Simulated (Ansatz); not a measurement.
Energy profile

The step: Si₂H₆ ([SiH3][SiH3]) + HBr → Si₂H₅Br ([SiH3][SiH2][Br]) + H₂; bonds formed: Si1–Br7, H2–H6; bonds broken: Si1–H2, H6–Br7 (atoms numbered as in the saddle structure below).

Si1  (-0.649, -0.566, -0.348)
H2  (0.239, -1.090, -1.744)
H3  (-0.615, -2.057, -0.153)
H4  (-2.036, -0.266, -0.749)
Si5  (0.511, 0.479, 1.381)
H6  (0.261, -0.237, -1.880)
Br7  (0.027, 1.717, -1.695)
H8  (0.434, -0.370, 2.604)
H9  (-0.098, 1.803, 1.632)
H10  (1.926, 0.588, 0.952)
(Å)

Electronic energies by CCSD(T) at an estimated basis limit (MP2 extrapolated from triple and quadruple zeta, plus CCSD(T) − MP2 in triple zeta), on PBE0-D4/def2-TZVP structures; Si2H7Br, singlet; no counterpoise correction. Computed with Ansatz 0.2.0 (basis: def2-TZVPP and def2-QZVPP); correlated methods freeze the cores. Filled d shells of the heavier atoms are correlated. The def2 sets are not built for correlating such inner shells, so the correlated values are less sure here. Extrapolation: Hartree–Fock as exp(−7.88 √X), correlation as X^−2.97.

Task: Give the profile in eV, counted from the separated reactants. (To be estimated.)

Result: By the calculation:
| point | eV |
| --- | --- |
| separated: Si2H6 (linked as [SiH3][SiH3]; Si1, H2, H3, H4, Si5, H8, H9, H10; singlet) + HBr (H6, Br7; singlet) | 0.000 |
| start structure | -0.070 |
| saddle | 1.405 |
| end structure | -0.778 |
| separated: Si2H5Br (linked as [SiH3][SiH2][Br]; Si1, H3, H4, Si5, Br7, H8, H9, H10; singlet) + H2 (H2, H6; singlet) | -0.755 |

T1 diagnostic: at most 0.013.

For scale, one of the runs: CCSD(T)/def2-TZVPP, 230 basis functions, launched by `ansatz run in.yaml --threads 4 --pin off --events-out ev --progress --plain --max-ram 9574MiB`. Hardware: 4 CPU threads of an Arm Neoverse V2, shared host. Wall time 81 s; peak host memory 3.6 GiB.
